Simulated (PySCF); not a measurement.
## Finite-field polarisability of Zn (zinc, neutral)

[Ar] 3d10 4s2, closed-shell 1S. All numbers are calculated (PySCF 2.14, the spin-free X2C one-electron Hamiltonian (Gaussian nucleus), in x2c-TZVPPall with one added diffuse shell each of s, p, d, f type (7s6p5d3f1g, 80 functions)). Frozen: [Ar]. Energy changes in a uniform field (μhartree):

```
axis  F (au)        HF       MP2      CCSD   CCSD(T)
   x   0.002  -101.205   -72.362   -79.356   -76.822
   x   0.004  -405.159  -289.658  -317.661  -307.513
```

Question: Derive α along x at CCSD(T) from the two fields.

Answer: With ΔE = −αF²/2 − γF⁴/24, α = −(16 ΔE(F) − ΔE(2F))/(6F²) = 38.40 bohr³.

Question: And the mean polarisability at each level?

Answer: HF 50.59, MP2 36.17, CCSD 39.67, CCSD(T) 38.40 bohr³. Reference: 38.67 ± 0.3 bohr³ (recommended; Schwerdtfeger and Nagle, table of static dipole polarizabilities (2023 update)).
